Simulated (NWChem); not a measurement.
System: C₂HCl₂F; SMILES FC=C(Cl)Cl

Here is an NWChem input.

```
start job
memory heap 200 mb stack 900 mb global 1100 mb
geometry units angstroms noautosym nocenter noautoz
  F      0.881831     2.125801     0.000000
  C      1.124483     0.812526     0.000000
  C      0.137774    -0.085350     0.000000
  Cl    -1.530144     0.373117     0.000000
  Cl     0.492660    -1.786456     0.000000
  H      2.176177     0.550129     0.000000
end
basis spherical
  * library def2-svp
end
dft
  xc xpbe96 cpbe96
  iterations 150
end
cosmo
  do_cosmo_smd true
  solvent acetntrl
end
task dft energy
```

Output (shortened):

```
             Northwest Computational Chemistry Package (NWChem) 7.3.0
             --------------------------------------------------------

                             Geometry "geometry" -> ""
                             -------------------------

 Output coordinates in angstroms (scale by  1.889725989 to convert to a.u.)

  No.       Tag          Charge          X              Y              Z
 ---- ---------------- ---------- -------------- -------------- --------------
    1 F                    9.0000     0.88183100     2.12580100     0.00000000
    2 C                    6.0000     1.12448300     0.81252600     0.00000000
    3 C                    6.0000     0.13777400    -0.08535000     0.00000000
    4 Cl                  17.0000    -1.53014400     0.37311700     0.00000000
    5 Cl                  17.0000     0.49266000    -1.78645600     0.00000000
    6 H                    1.0000     2.17617700     0.55012900     0.00000000

 Effective nuclear repulsion energy (a.u.)     262.1635274793

  pbe96 is a nonlocal functional; adding pw91lda local functional.

                                 NWChem DFT Module
                                 -----------------

 Summary of "ao basis" -> "ao basis" (spherical)
 ------------------------------------------------------------------------------
       Tag                 Description            Shells   Functions and Types
 ---------------- ------------------------------  ------  ---------------------
 F                          def2-svp                 6       14   3s2p1d
 C                          def2-svp                 6       14   3s2p1d
 Cl                         def2-svp                 8       18   4s3p1d
 H                          def2-svp                 3        5   2s1p

 in cosmo_initialize ...
 calling solv_data for solv:acetntrl

 solvent parameters
 solvname_short: acetntrl
 solvname_long:  acetonitrile
 dielec:       35.6880
 dielecinf:     1.8069
 nonaqueous SMD model solvent descriptors
 dielec:       35.6880
 sola:          0.0700
 solb:          0.3200
 solc:          0.0000
 solg:         41.2500
 solh:          0.0000
 soln:          1.3442

          ---------------
          -cosmo- solvent
          ---------------
 Cosmo: York-Karplus, doi: 10.1021/jp992097l
 dielectric constant -eps-     =  35.69
 screen = (eps-1)/(eps    )    =   0.97198
 surface charge correction     = lagrangian

   van der Waals surface
 --------------------------

 ---------- ATOMIC COORDINATES (A.U.) ------------ VDWR(ANG.) --
     1    1.66641896    4.01718140    0.00000000     1.730
     2    2.12496475    1.53545150    0.00000000     1.850
     3    0.26035511   -0.16128811    0.00000000     1.850
     4   -2.89155288    0.70508889    0.00000000     2.380
     5    0.93099241   -3.37591233    0.00000000     2.380
     6    4.11237823    1.03959307    0.00000000     1.200
 number of segments per atom =        128
 number of   points per atom =        128
 atom (   nspa,  nppa )
 ----------------------
    1 (     78,     0 )       0
    2 (     42,     0 )       0
    3 (     12,     0 )       0
    4 (     92,     0 )       0
    5 (     94,     0 )       0
    6 (     50,     0 )       0
 number of -cosmo- surface points =      368
 molecular surface =    140.647 angstrom**2
 molecular volume  =    128.116 angstrom**3
 -lineq- algorithm             =   0
 -bem- low  level              =   3
 -bem- from -octahedral-
 gaussian surface charge width =   4.50000
 degree of switching           =   1.00000
 switching function tolerance  =   0.00010
 atomic radii =
 --------------
    1  9.000  1.730
    2  6.000  1.850
    3  6.000  1.850
    4 17.000  2.380
    5 17.000  2.380
    6  1.000  1.200
 ...... end of -cosmo- initialization ......

 nat:                     6
 ixmem:                  2111
 calling mnsol_interface()
 G(SMD-CDS) energy (kcal/mol)  =    -0.366
 SMD-CDS SASA (angstrom**2)    =   132.945

[...]

                                COSMO-SMD solvation results
                                ---------------------------

             internal energy in gas <Psi(g)|H|Psi(g)> =     -1096.025973244439
         internal energy in solvent <Psi(s)|H|Psi(s)> =     -1096.025412322779
                               delta internal energy  =         0.000560921659 (    0.35 kcal/mol)
   total free energy in solvent <Psi(s)|H+V/2|Psi(s)> =     -1096.029006679155
 polarization energy contribution <Psi(s)|V/2|Psi(s)> =        -0.003594356376 (   -2.26 kcal/mol)
    total free energy in solvent including G(SMD-CDS) =     -1096.029589538620
                       G(SMD-CDS) energy contribution =        -0.000582859465 (   -0.37 kcal/mol)
     1 M fixed-concentration free energy of solvation =        -0.003616294182 (   -2.27 kcal/mol)

                       DFT Final Molecular Orbital Analysis
                       ------------------------------------

 Vector   26  Occ=2.000000D+00  E=-2.933914D-01
              MO Center= -5.3D-01, -6.7D-01, -3.1D-08, r^2= 3.3D+00
   Bfn.  Coefficient  Atom+Function         Bfn.  Coefficient  Atom+Function
  ----- ------------  ---------------      ----- ------------  ---------------
    55      0.469513  4 Cl pz                73     -0.460416  5 Cl pz
    52      0.353843  4 Cl pz                70     -0.346184  5 Cl pz
    49      0.204862  4 Cl pz                67     -0.200535  5 Cl pz

 Vector   27  Occ=2.000000D+00  E=-2.804356D-01
              MO Center= -5.1D-01, -6.3D-01,  2.0D-08, r^2= 3.4D+00
   Bfn.  Coefficient  Atom+Function         Bfn.  Coefficient  Atom+Function
  ----- ------------  ---------------      ----- ------------  ---------------
    54      0.474216  4 Cl py                71     -0.460730  5 Cl px
    51      0.365618  4 Cl py                68     -0.352904  5 Cl px
    48      0.209948  4 Cl py                65     -0.202826  5 Cl px
    22      0.054177  2 C  py                31      0.044775  3 C  s
     4     -0.041473  1 F  px                 5     -0.038367  1 F  py

 Vector   28  Occ=2.000000D+00  E=-2.167648D-01
              MO Center=  3.1D-01,  1.8D-01, -8.6D-09, r^2= 3.1D+00
   Bfn.  Coefficient  Atom+Function         Bfn.  Coefficient  Atom+Function
  ----- ------------  ---------------      ----- ------------  ---------------
    20      0.374622  2 C  pz                34      0.341380  3 C  pz
    73     -0.330647  5 Cl pz                55     -0.319156  4 Cl pz
     6      0.260180  1 F  pz                70     -0.223169  5 Cl pz
    37      0.218149  3 C  pz                23      0.212002  2 C  pz
    52     -0.209886  4 Cl pz                 9     -0.202562  1 F  pz

 Vector   29  Occ=0.000000D+00  E=-3.671853D-02
              MO Center=  5.9D-01,  3.8D-01, -1.2D-09, r^2= 2.4D+00
   Bfn.  Coefficient  Atom+Function         Bfn.  Coefficient  Atom+Function
  ----- ------------  ---------------      ----- ------------  ---------------
    23      0.578173  2 C  pz                37     -0.572772  3 C  pz
    20      0.495586  2 C  pz                34     -0.470621  3 C  pz
    55      0.230476  4 Cl pz                73      0.223237  5 Cl pz
     6      0.204272  1 F  pz                 9     -0.193055  1 F  pz
    52      0.115825  4 Cl pz                70      0.105665  5 Cl pz

 Vector   30  Occ=0.000000D+00  E=-1.830529D-02
              MO Center= -2.3D-01, -6.8D-01,  7.5D-09, r^2= 2.7D+00
   Bfn.  Coefficient  Atom+Function         Bfn.  Coefficient  Atom+Function
  ----- ------------  ---------------      ----- ------------  ---------------
    31      0.925957  3 C  s                 72     -0.685025  5 Cl py
    30      0.546710  3 C  s                 53     -0.523263  4 Cl px
    64     -0.501613  5 Cl s                 36     -0.406235  3 C  py
    46     -0.402107  4 Cl s                 33     -0.306509  3 C  py
    54      0.303799  4 Cl py                35     -0.296634  3 C  px

 Vector   31  Occ=0.000000D+00  E=-4.747666D-03
              MO Center=  1.5D-01,  1.8D-01, -2.0D-09, r^2= 3.3D+00
   Bfn.  Coefficient  Atom+Function         Bfn.  Coefficient  Atom+Function
  ----- ------------  ---------------      ----- ------------  ---------------
    53      0.638863  4 Cl px                35      0.536086  3 C  px
    46      0.480295  4 Cl s                 36     -0.473368  3 C  py
    72     -0.446421  5 Cl py                80     -0.392019  6 H  s
    32      0.385205  3 C  px                33     -0.320720  3 C  py
    64     -0.302834  5 Cl s                 22     -0.268435  2 C  py

     Multipole analysis of the density
     ---------------------------------

     L   x y z        total         alpha         beta         nuclear
     -   - - -        -----         -----         ----         -------
     0   0 0 0     -0.000000    -28.000000    -28.000000     56.000000

     1   1 0 0      0.556089      0.231774      0.231774      0.092540
     1   0 1 0     -0.109058     -0.072133     -0.072133      0.035207
     1   0 0 1     -0.000000     -0.000000     -0.000000      0.000000

     2   2 0 0    -27.363271   -126.820039   -126.820039    226.276808
     2   1 1 0     -0.020068      2.110499      2.110499     -4.241066
     2   1 0 1      0.000000      0.000000      0.000000      0.000000
     2   0 2 0    -31.652686   -197.235897   -197.235897    362.819107
     2   0 1 1      0.000000      0.000000      0.000000      0.000000
     2   0 0 2    -30.678094    -15.339047    -15.339047      0.000000
```

Level: PBE/def2-SVP, SMD on the gas-phase geometry. Structure relaxed at the B3LYP/6-31G* (spherical d) level. Solvent: acetonitrile.
